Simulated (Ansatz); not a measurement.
Ansatz (a quantum-chemistry and plane-wave program) input (HF/6-31G*):

Ansatz 0.2 input:
```yaml
crystal:
  periodic: [false, false, false]
  atoms:
    - {symbol: C, position_ang: [-1.70030161, -0.81196477, -0.32783197]}
    - {symbol: C, position_ang: [-0.49227671, 0.01499407, 0.01423747]}
    - {symbol: C, position_ang: [-0.48460776, 1.46395624, -0.38291734]}
    - {symbol: C, position_ang: [0.81867064, -0.71094027, 0.10167684]}
    - {symbol: O, position_ang: [1.77651372, 0.09853803, 0.73321898]}
    - {symbol: H, position_ang: [-2.61670940, -0.28549207, -0.08039069]}
    - {symbol: H, position_ang: [-1.70513010, -1.75828060, 0.20534024]}
    - {symbol: H, position_ang: [-1.74275456, -1.04175640, -1.39510081]}
    - {symbol: H, position_ang: [-0.32787507, 1.57796451, -1.45852491]}
    - {symbol: H, position_ang: [0.30404766, 2.00589281, 0.12159761]}
    - {symbol: H, position_ang: [-1.43411508, 1.93485820, -0.14673338]}
    - {symbol: H, position_ang: [0.68322634, -1.64195782, 0.64996558]}
    - {symbol: H, position_ang: [1.16057183, -0.98140742, -0.90311244]}
    - {symbol: H, position_ang: [2.61772119, -0.33439700, 0.71021708]}
basis:
  gaussian:
    orbitals: 6-31G*
hamiltonian:
  xc: {name: HF}
magnetization: {spin_polarized: true, initial_magnetization: 1}
phonons: {temperatures: {t_min: 298.15, t_max: 298.15, t_step: 100}}
```

Output:

```
Functional definition: HF
integrals: 0.04 GiB planned
1109 factors; integrals over basis functions are off by at most 3.9e-4 eV
mean field: 0.44 GiB planned
mean field evaluation 1: about -6296.2524 eV, gradient 2.6e1 eV
mean field evaluation 2: about -6296.3391 eV, gradient 2.6e1 eV
mean field evaluation 4: about -6299.8826 eV, gradient 3.4e0 eV
mean field evaluation 8: about -6299.9783 eV, gradient 1.8e-1 eV
mean field -6299.97894147 eV, -231.5199558198 hartree, gradient 4.9e-5 eV, S^2 0.762909; 0 other end points of the search recorded, 0 dependent functions left out
the calculation of the forces begins
reference -6299.97894147 eV, -231.5199558198 hartree; 21, 20 occupied and 72, 73 virtual orbitals, 1109 factors
these checks for a lower state are left out or cut short: stability, starts, cluster_reference, orbital_swaps, neighbouring_geometries, increment
integrals: 0.04 GiB planned
1109 factors; integrals over basis functions are off by at most 3.9e-4 eV
mean field: 0.44 GiB planned
mean field evaluation 16: about -6299.9788 eV, gradient 2.1e-4 eV
mean field -6299.97876217 eV, -231.5199492309 hartree, gradient 1.7e-6 eV, S^2 0.762893; 0 other end points of the search recorded, 0 dependent functions left out
the calculation of the forces begins
reference -6299.97876217 eV, -231.5199492309 hartree; 21, 20 occupied and 72, 73 virtual orbitals, 1109 factors
these checks for a lower state are left out or cut short: stability, starts, cluster_reference, orbital_swaps, neighbouring_geometries, increment
integrals: 0.04 GiB planned
1109 factors; integrals over basis functions are off by at most 3.9e-4 eV
mean field: 0.44 GiB planned
mean field -6299.97876154 eV, -231.5199492077 hartree, gradient 1.7e-6 eV, S^2 0.762926; 0 other end points of the search recorded, 0 dependent functions left out
the calculation of the forces begins
reference -6299.97876154 eV, -231.5199492077 hartree; 21, 20 occupied and 72, 73 virtual orbitals, 1109 factors
these checks for a lower state are left out or cut short: stability, starts, cluster_reference, orbital_swaps, neighbouring_geometries, increment
integrals: 0.04 GiB planned
1109 factors; integrals over basis functions are off by at most 3.9e-4 eV
mean field: 0.44 GiB planned
mean field -6299.97875330 eV, -231.5199489047 hartree, gradient 1.4e-6 eV, S^2 0.762904; 0 other end points of the search recorded, 0 dependent functions left out
the calculation of the forces begins
reference -6299.97875330 eV, -231.5199489047 hartree; 21, 20 occupied and 72, 73 virtual orbitals, 1109 factors
these checks for a lower state are left out or cut short: stability, starts, cluster_reference, orbital_swaps, neighbouring_geometries, increment
integrals: 0.04 GiB planned
1109 factors; integrals over basis functions are off by at most 3.9e-4 eV
mean field: 0.44 GiB planned
mean field evaluation 32: about -6299.9787 eV, gradient 9.8e-2 eV
mean field -6299.97875225 eV, -231.5199488663 hartree, gradient 1.3e-6 eV, S^2 0.762914; 0 other end points of the search recorded, 0 dependent functions left out
the calculation of the forces begins
reference -6299.97875225 eV, -231.5199488663 hartree; 21, 20 occupied and 72, 73 virtual orbitals, 1109 factors
these checks for a lower state are left out or cut short: stability, starts, cluster_reference, orbital_swaps, neighbouring_geometries, increment
integrals: 0.04 GiB planned
1109 factors; integrals over basis functions are off by at most 3.9e-4 eV
mean field: 0.44 GiB planned
mean field -6299.97877005 eV, -231.5199495204 hartree, gradient 1.7e-6 eV, S^2 0.762940; 0 other end points of the search recorded, 0 dependent functions left out
the calculation of the forces begins
reference -6299.97877005 eV, -231.5199495204 hartree; 21, 20 occupied and 72, 73 virtual orbitals, 1109 factors
these checks for a lower state are left out or cut short: stability, starts, cluster_reference, orbital_swaps, neighbouring_geometries, increment
integrals: 0.04 GiB planned
1109 factors; integrals over basis functions are off by at most 3.9e-4 eV
mean field: 0.44 GiB planned
mean field -6299.97876948 eV, -231.5199494994 hartree, gradient 2.0e-6 eV, S^2 0.762878; 0 other end points of the search recorded, 0 dependent functions left out
the calculation of the forces begins
reference -6299.97876948 eV, -231.5199494994 hartree; 21, 20 occupied and 72, 73 virtual orbitals, 1109 factors
these checks for a lower state are left out or cut short: stability, starts, cluster_reference, orbital_swaps, neighbouring_geometries, increment
integrals: 0.04 GiB planned
1109 factors; integrals over basis functions are off by at most 3.9e-4 eV
mean field: 0.44 GiB planned
mean field -6299.97876685 eV, -231.5199494029 hartree, gradient 2.4e-6 eV, S^2 0.762916; 0 other end points of the search recorded, 0 dependent functions left out
[...]
mean field evaluation 448: about -6299.9789 eV, gradient 5.9e-5 eV
mean field -6299.97891116 eV, -231.5199547060 hartree, gradient 2.7e-6 eV, S^2 0.762912; 0 other end points of the search recorded, 0 dependent functions left out
the calculation of the forces begins
reference -6299.97891116 eV, -231.5199547060 hartree; 21, 20 occupied and 72, 73 virtual orbitals, 1109 factors
these checks for a lower state are left out or cut short: stability, starts, cluster_reference, orbital_swaps, neighbouring_geometries, increment
integrals: 0.04 GiB planned
1109 factors; integrals over basis functions are off by at most 3.9e-4 eV
mean field: 0.44 GiB planned
mean field -6299.97891210 eV, -231.5199547405 hartree, gradient 2.8e-6 eV, S^2 0.762906; 0 other end points of the search recorded, 0 dependent functions left out
the calculation of the forces begins
reference -6299.97891210 eV, -231.5199547405 hartree; 21, 20 occupied and 72, 73 virtual orbitals, 1109 factors
these checks for a lower state are left out or cut short: stability, starts, cluster_reference, orbital_swaps, neighbouring_geometries, increment
integrals: 0.04 GiB planned
1109 factors; integrals over basis functions are off by at most 3.9e-4 eV
mean field: 0.44 GiB planned
mean field -6299.97891748 eV, -231.5199549381 hartree, gradient 2.5e-6 eV, S^2 0.762907; 0 other end points of the search recorded, 0 dependent functions left out
the calculation of the forces begins
reference -6299.97891748 eV, -231.5199549381 hartree; 21, 20 occupied and 72, 73 virtual orbitals, 1109 factors
these checks for a lower state are left out or cut short: stability, starts, cluster_reference, orbital_swaps, neighbouring_geometries, increment
integrals: 0.04 GiB planned
1109 factors; integrals over basis functions are off by at most 3.9e-4 eV
mean field: 0.44 GiB planned
mean field -6299.97891776 eV, -231.5199549485 hartree, gradient 2.5e-6 eV, S^2 0.762911; 0 other end points of the search recorded, 0 dependent functions left out
the calculation of the forces begins
reference -6299.97891776 eV, -231.5199549485 hartree; 21, 20 occupied and 72, 73 virtual orbitals, 1109 factors
these checks for a lower state are left out or cut short: stability, starts, cluster_reference, orbital_swaps, neighbouring_geometries, increment
integrals: 0.04 GiB planned
1109 factors; integrals over basis functions are off by at most 3.9e-4 eV
mean field: 0.44 GiB planned
mean field -6299.97885067 eV, -231.5199524831 hartree, gradient 3.1e-6 eV, S^2 0.762897; 0 other end points of the search recorded, 0 dependent functions left out
the calculation of the forces begins
reference -6299.97885067 eV, -231.5199524831 hartree; 21, 20 occupied and 72, 73 virtual orbitals, 1109 factors
these checks for a lower state are left out or cut short: stability, starts, cluster_reference, orbital_swaps, neighbouring_geometries, increment
integrals: 0.04 GiB planned
1109 factors; integrals over basis functions are off by at most 3.9e-4 eV
mean field: 0.44 GiB planned
mean field evaluation 480: about -6299.9789 eV, gradient 2.7e-6 eV
mean field -6299.97885137 eV, -231.5199525088 hartree, gradient 2.7e-6 eV, S^2 0.762921; 0 other end points of the search recorded, 0 dependent functions left out
the calculation of the forces begins
reference -6299.97885137 eV, -231.5199525088 hartree; 21, 20 occupied and 72, 73 virtual orbitals, 1109 factors
these checks for a lower state are left out or cut short: stability, starts, cluster_reference, orbital_swaps, neighbouring_geometries, increment
integrals: 0.04 GiB planned
1109 factors; integrals over basis functions are off by at most 3.9e-4 eV
mean field: 0.44 GiB planned
mean field -6299.97878999 eV, -231.5199502531 hartree, gradient 1.9e-6 eV, S^2 0.762910; 0 other end points of the search recorded, 0 dependent functions left out
the calculation of the forces begins
reference -6299.97878999 eV, -231.5199502531 hartree; 21, 20 occupied and 72, 73 virtual orbitals, 1109 factors
these checks for a lower state are left out or cut short: stability, starts, cluster_reference, orbital_swaps, neighbouring_geometries, increment
integrals: 0.04 GiB planned
1109 factors; integrals over basis functions are off by at most 3.9e-4 eV
mean field: 0.44 GiB planned
mean field -6299.97879012 eV, -231.5199502578 hartree, gradient 2.0e-6 eV, S^2 0.762908; 0 other end points of the search recorded, 0 dependent functions left out
the calculation of the forces begins
reference -6299.97879012 eV, -231.5199502578 hartree; 21, 20 occupied and 72, 73 virtual orbitals, 1109 factors
these checks for a lower state are left out or cut short: stability, starts, cluster_reference, orbital_swaps, neighbouring_geometries, increment
integrals: 0.04 GiB planned
1109 factors; integrals over basis functions are off by at most 3.9e-4 eV
mean field: 0.44 GiB planned
mean field -6299.97889351 eV, -231.5199540574 hartree, gradient 2.8e-6 eV, S^2 0.762909; 0 other end points of the search recorded, 0 dependent functions left out
the calculation of the forces begins
reference -6299.97889351 eV, -231.5199540574 hartree; 21, 20 occupied and 72, 73 virtual orbitals, 1109 factors
these checks for a lower state are left out or cut short: stability, starts, cluster_reference, orbital_swaps, neighbouring_geometries, increment
integrals: 0.04 GiB planned
1109 factors; integrals over basis functions are off by at most 3.9e-4 eV
mean field: 0.44 GiB planned
mean field -6299.97889306 eV, -231.5199540408 hartree, gradient 2.6e-6 eV, S^2 0.762908; 0 other end points of the search recorded, 0 dependent functions left out
the calculation of the forces begins
reference -6299.97889306 eV, -231.5199540408 hartree; 21, 20 occupied and 72, 73 virtual orbitals, 1109 factors
these checks for a lower state are left out or cut short: stability, starts, cluster_reference, orbital_swaps, neighbouring_geometries, increment
integrals: 0.04 GiB planned
1109 factors; integrals over basis functions are off by at most 3.9e-4 eV
mean field: 0.44 GiB planned
mean field -6299.97893609 eV, -231.5199556223 hartree, gradient 2.1e-6 eV, S^2 0.762909; 0 other end points of the search recorded, 0 dependent functions left out
the calculation of the forces begins
reference -6299.97893609 eV, -231.5199556223 hartree; 21, 20 occupied and 72, 73 virtual orbitals, 1109 factors
these checks for a lower state are left out or cut short: stability, starts, cluster_reference, orbital_swaps, neighbouring_geometries, increment
integrals: 0.04 GiB planned
1109 factors; integrals over basis functions are off by at most 3.9e-4 eV
mean field: 0.44 GiB planned
mean field evaluation 512: about -6299.9789 eV, gradient 5.8e-2 eV
mean field -6299.97893615 eV, -231.5199556244 hartree, gradient 2.8e-6 eV, S^2 0.762909; 0 other end points of the search recorded, 0 dependent functions left out
the calculation of the forces begins
reference -6299.97893615 eV, -231.5199556244 hartree; 21, 20 occupied and 72, 73 virtual orbitals, 1109 factors
Total energy: -6299.97894147 eV, -231.5199558198 hartree
Atom 0 at    -1.700302    -0.811965    -0.327832 Å, force     0.000079     0.000092    -0.000135 eV/Å
Atom 1 at    -0.492277     0.014994     0.014237 Å, force     0.000104    -0.000003     0.000090 eV/Å
Atom 2 at    -0.484608     1.463956    -0.382917 Å, force     0.000048    -0.000032    -0.000131 eV/Å
Atom 3 at     0.818671    -0.710940     0.101677 Å, force     0.000113    -0.000139    -0.000086 eV/Å
Atom 4 at     1.776514     0.098538     0.733219 Å, force     0.000221     0.000322     0.000145 eV/Å
Atom 5 at    -2.616709    -0.285492    -0.080391 Å, force     0.000160     0.000016     0.000118 eV/Å
Atom 6 at    -1.705130    -1.758281     0.205340 Å, force    -0.000115    -0.000166    -0.000078 eV/Å
Atom 7 at    -1.742755    -1.041756    -1.395101 Å, force    -0.000016     0.000016     0.000133 eV/Å
Atom 8 at    -0.327875     1.577965    -1.458525 Å, force     0.000047    -0.000044    -0.000052 eV/Å
Atom 9 at     0.304048     2.005893     0.121598 Å, force    -0.000036     0.000081     0.000069 eV/Å
Atom 10 at    -1.434115     1.934858    -0.146733 Å, force     0.000004    -0.000022     0.000038 eV/Å
Atom 11 at     0.683226    -1.641958     0.649966 Å, force    -0.000133    -0.000122    -0.000104 eV/Å
Atom 12 at     1.160572    -0.981407    -0.903112 Å, force    -0.000177    -0.000067     0.000011 eV/Å
Atom 13 at     2.617721    -0.334397     0.710217 Å, force    -0.000299     0.000067    -0.000019 eV/Å
Dipole moment:     0.092371    -0.307540    -0.182176 e Å
Vibrations: 79.78 137.78 147.91 257.00 279.54 319.09 383.66 529.06 815.26 1017.40 1033.84 1063.45 1082.25 1182.12 1198.47 1299.07 1363.21 1396.74 1433.02 1552.87 1566.79 1610.44 1623.02 1626.52 1638.06 1644.30 1665.45 3098.24 3137.45 3144.84 3183.29 3224.20 3234.09 3262.41 3304.22 4118.68 cm⁻¹, zero-point energy 3.574064 eV
```

The blocks after the first are displaced geometries, from whose forces the wavenumbers follow.
